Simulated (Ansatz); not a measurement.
Geometry optimisation, RKS PBE0/def2-SVP in Ansatz 0.2.0.

input.yaml

```yaml
crystal:
  periodic: [false, false, false]
  atoms:
    - { symbol: C, position_ang: [-1.6253, 0.7874, 1.4407] }
    - { symbol: O, position_ang: [-0.4113, 0.3837, 0.9709] }
    - { symbol: Si, position_ang: [-0.3765, -0.5643, -0.3872] }
    - { symbol: "N", position_ang: [-0.7741, -2.0921, 0.1006] }
    - { symbol: S, position_ang: [1.6807, -0.842, -0.9604] }
    - { symbol: C, position_ang: [2.2771, 0.8707, -1.1502] }
    - { symbol: H, position_ang: [-1.4865, 1.468, 2.311] }
    - { symbol: H, position_ang: [-2.1446, 1.4532, 0.6622] }
    - { symbol: H, position_ang: [-2.3046, 0.0095, 1.7759] }
    - { symbol: H, position_ang: [-1.1749, -0.0572, -1.4545] }
    - { symbol: H, position_ang: [-1.13312, -2.10735, 1.02797] }
    - { symbol: H, position_ang: [-1.45865, -2.47558, -0.50444] }
    - { symbol: H, position_ang: [2.164, 1.4354, -0.2236] }
    - { symbol: H, position_ang: [1.6787, 1.3916, -1.9013] }
    - { symbol: H, position_ang: [3.3242, 0.8129, -1.4557] }
basis:
  gaussian: { orbitals: def2-SVP }
hamiltonian:
  xc: pbe0
relax:
  f_tol: 0.015
  max_steps: 40
```

Launched with:

```bash
$ ansatz run input.yaml --threads 2 --pin off --max-ram 3072MiB --backend cpu --events-out ev --progress --plain --runs-dir out
```

Q: Where does it end, and by what steps?

A: The forces met the threshold. After 15 steps the energy has fallen by 0.651 eV; H11 moved furthest, 1.00 Å.

| step | energy less start (eV) | largest force component (eV/Å) | accepted |
| --- | --- | --- | --- |
| 0 | 0.0000 | 2.975 | yes |
| 1 | -0.4130 | 0.855 | yes |
| 2 | -0.4937 | 0.382 | yes |
| 3 | -0.5182 | 0.406 | yes |
| 4 | -0.5393 | 0.963 | yes |
| 5 | -0.5580 | 0.935 | yes |
| 6 | -0.5951 | 0.510 | yes |
| 7 | -0.6077 | 1.034 | yes |
| 8 | -0.6381 | 0.332 | yes |
| 9 | -0.6412 | 0.296 | yes |
| 10 | -0.6483 | 0.064 | yes |
| 11 | -0.6499 | 0.039 | yes |
| 12 | -0.6504 | 0.018 | yes |
| 13 | -0.6508 | 0.026 | yes |
| 14 | -0.6509 | 0.020 | yes |
| 15 | -0.6510 | 0.015 | yes |

```xyz
15
Properties=species:S:1:pos:R:3
C -1.538 1.036 1.368
O -0.401 0.575 0.692
Si -0.445 -0.626 -0.463
N -1.000 -2.139 0.114
S 1.584 -0.834 -1.078
C 2.196 0.882 -0.993
H -1.223 1.722 2.169
H -2.222 1.590 0.696
H -2.108 0.208 1.828
H -1.406 -0.229 -1.536
H -0.437 -2.744 0.700
H -1.777 -2.623 -0.317
H 1.846 1.364 -0.072
H 1.872 1.463 -1.868
H 3.293 0.828 -0.989
```

Run time: 67 s on 2 threads of Intel(R) Xeon(R) Platinum 8488C (Sapphire Rapids) (shared host), peak memory 0.38 GiB.
